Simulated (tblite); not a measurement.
Parent: `[O:1]=[C:2]=[C:3]([CH:4]=[O:5])[S:6][SiH3:7]` with C2–C3–C4–O5 180°, C2–C3–S6–Si7 180°, C3H4O2SSi.

Structures optimised with GFN2-xTB, isolated species. One conformer each, not checked by frequencies here.

| coordinate of the parent | value |
| --- | --- |
| O1=C2 | 1.153 Å |
| C2=C3 | 1.314 Å |
| C3–C4 | 1.426 Å |
| C4=O5 | 1.217 Å |
| C3–S6 | 1.795 Å |
| S6–Si7 | 2.200 Å |
| O1–C2–C3 | 176.8° |
| C2–C3–C4 | 126.9° |
| C2–C3–S6 | 114.3° |
| C4–C3–S6 | 118.9° |
| C3–C4–O5 | 123.5° |
| C3–S6–Si7 | 101.3° |

Task: How does the shared frame change in `[CH2:1]=[C:2]([CH3:3])[SiH2:4][S:5][C:6](=[C:7]=[O:8])[CH:9]=[O:10]` with C1–C2–Si4–S5 152°, C2–Si4–S5–C6 -65°, Si4–S5–C6–C7 171°, S5–C6–C9–O10 1°, C6H8O2SSi? Atoms pair as O1 = O8, C2 = C7, C3 = C6, C4 = C9, O5 = O10, S6 = S5, Si7 = Si4 (parent first).

Result: 
```
   parent   relative  value in the relative  change
    O1=C2      O8=C7                1.154 Å  +0.001
    C2=C3      C7=C6                1.313 Å  -0.001
    C3–C4      C6–C9                1.429 Å  +0.003
    C4=O5     C9=O10                1.215 Å  -0.002
    C3–S6      C6–S5                1.795 Å   0.000
   S6–Si7     S5–Si4                2.206 Å  +0.006
 O1–C2–C3   O8–C7–C6                 176.9°    +0.1
 C2–C3–C4   C7–C6–C9                 126.8°    -0.1
 C2–C3–S6   C7–C6–S5                 114.3°     0.0
 C4–C3–S6   C9–C6–S5                 118.9°     0.0
 C3–C4–O5  C6–C9–O10                 123.5°     0.0
C3–S6–Si7  C6–S5–Si4                 102.1°    +0.8
```

Of the parent's bonds, S6–Si7 changes most (+0.006 Å). Bonds of the relative outside the shared frame: C1=C2 1.324, C2–C3 1.500, C2–Si4 1.888 Å. Point group Cs → C1.

Task: How does the shared frame change in `[O:1]=[C:2]=[C:3]([CH:4]=[O:5])[S:6][SiH2:7][S:8][SiH3:9]` with C2–C3–C4–O5 -177°, C2–C3–S6–Si7 164°, C3–S6–Si7–S8 -63°, S6–Si7–S8–Si9 -157°, C3H6O2S2Si2? Atoms pair as O1 = O1, C2 = C2, C3 = C3, C4 = C4, O5 = O5, S6 = S6, Si7 = Si7 (parent first).

Result: 
```json
{"parent": "O1=C2", "relative": "O1=C2", "value in the relative": "1.152 Å", "change": "-0.001"}
{"parent": "C2=C3", "relative": "C2=C3", "value in the relative": "1.314 Å", "change": "0.000"}
{"parent": "C3–C4", "relative": "C3–C4", "value in the relative": "1.422 Å", "change": "-0.004"}
{"parent": "C4=O5", "relative": "C4=O5", "value in the relative": "1.222 Å", "change": "+0.005"}
{"parent": "C3–S6", "relative": "C3–S6", "value in the relative": "1.789 Å", "change": "-0.006"}
{"parent": "S6–Si7", "relative": "S6–Si7", "value in the relative": "2.194 Å", "change": "-0.006"}
{"parent": "O1–C2–C3", "relative": "O1–C2–C3", "value in the relative": "176.6°", "change": "-0.2"}
{"parent": "C2–C3–C4", "relative": "C2–C3–C4", "value in the relative": "128.3°", "change": "+1.4"}
{"parent": "C2–C3–S6", "relative": "C2–C3–S6", "value in the relative": "115.2°", "change": "+0.9"}
{"parent": "C4–C3–S6", "relative": "C4–C3–S6", "value in the relative": "116.4°", "change": "-2.5"}
{"parent": "C3–C4–O5", "relative": "C3–C4–O5", "value in the relative": "122.1°", "change": "-1.4"}
{"parent": "C3–S6–Si7", "relative": "C3–S6–Si7", "value in the relative": "99.6°", "change": "-1.7"}
```

Of the parent's bonds, C4–O5, C3–S6 and S6–Si7 change most and about equally (-0.006 to +0.005 Å). Bonds of the relative outside the shared frame: Si7–S8 2.154, S8–Si9 2.138 Å. Point group Cs → C1.

All values are computed, not measured.
